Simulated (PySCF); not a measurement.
# KBr and its ions

RHF-CCSD(T); K x2c-SVPall, Br x2c-SVPall; spin-free X2C with a Gaussian nucleus (PySCF 2.14). Neutral (RHF): singlet (closed shell), Re = 2.862 Å, ωe = 221 cm⁻¹, De = 3.49 eV.

KBr⁺ (UHF): doublet (π ↑), Re = 3.474 Å, ωe = 83.9 cm⁻¹, De = 0.28 eV to K⁺ + Br. The energies at the minima are -3205.71616 hartree for KBr and -3205.44627 for KBr⁺.

(1) Work out the adiabatic ionisation energy, without and with harmonic zero-point energies (1 hartree = 27.2114 eV, 1 eV = 8065.5 cm⁻¹), and the change of the bond length.

Correlated steps freeze 14 core orbitals. Weak bonds: KBr⁺. Basis-set superposition, not corrected here, can be much of De in a small basis, most of all at correlated wavefunction levels. Spin–orbit coupling is left out. For an ion De counts to the pair picked by the measured ionisation energies or electron affinities, which need not be the lowest pair at this level. Where the molecule has an RHF reference, its open-shell atoms are computed with UHF. States were picked by a PBE0 search and need not be the measured ground states.

Neutral and ion stand on different kinds of reference determinant, which adds to the error of the difference.

Results:

(1) At CCSD(T): 0.26989 hartree = 7.344 eV between the minima; the zero-point term (83.9 − 221.0)/2 cm⁻¹ = -0.008 eV makes it 7.336 eV. Re changes by +61.2 pm against the neutral. The electron leaves a π orbital, and the ion is left as a loose complex of an ion and an atom.
